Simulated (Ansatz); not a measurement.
```yaml
crystal:
  periodic: [false, false, false]
  atoms:
    - {symbol: Si, position_ang: [-1.000950, 0.541432, -0.467876]}
    - {symbol: C, position_ang: [0.116945, -0.923758, -0.167297]}
    - {symbol: As, position_ang: [1.730187, -0.510955, 0.904881]}
    - {symbol: H, position_ang: [-2.195552, 0.166645, -1.277287]}
    - {symbol: H, position_ang: [-0.253659, 1.601090, -1.195922]}
    - {symbol: H, position_ang: [-1.468006, 1.091060, 0.832551]}
    - {symbol: H, position_ang: [-0.414531, -1.720233, 0.360024]}
    - {symbol: H, position_ang: [0.468070, -1.348456, -1.111356]}
    - {symbol: H, position_ang: [1.001514, 0.291677, 1.978278]}
    - {symbol: H, position_ang: [2.099083, 0.760599, 0.146903]}
basis:
  gaussian: {orbitals: cc-pVDZ}
hamiltonian: {xc: {name: r2SCAN0}, dispersion: d4}
smearing: {width: 0.1}
```

```sh
$ ansatz run in.yaml --threads 2 --pin off --events-out ev --progress --plain --max-ram 4352MiB
```

It prints (some lines left out):

```
Error: YAML parse error: error: line 17 column 1: unknown field `smearing`, expected one of crystal, accuracy, basis, kpoints, hamiltonian, magnetization, projection, total_charge, correlation, batch, efield, external_charges, scf, relax, neb, saddle, md, ramp, phonons, dielectric, real_time, elastic, magnetic_configurations, gw, evaluate, workflow, output, checkpoint, execution
15 |   gaussian: {orbitals: cc-pVDZ}
16 | hamiltonian: {xc: {name: r2SCAN0}, dispersion: d4}
17 | smearing: {width: 0.1}
```

(1) What is wrong with this run?

## Answers

(1) The input holds a key that doesn't belong there. The input was rejected before any iteration.
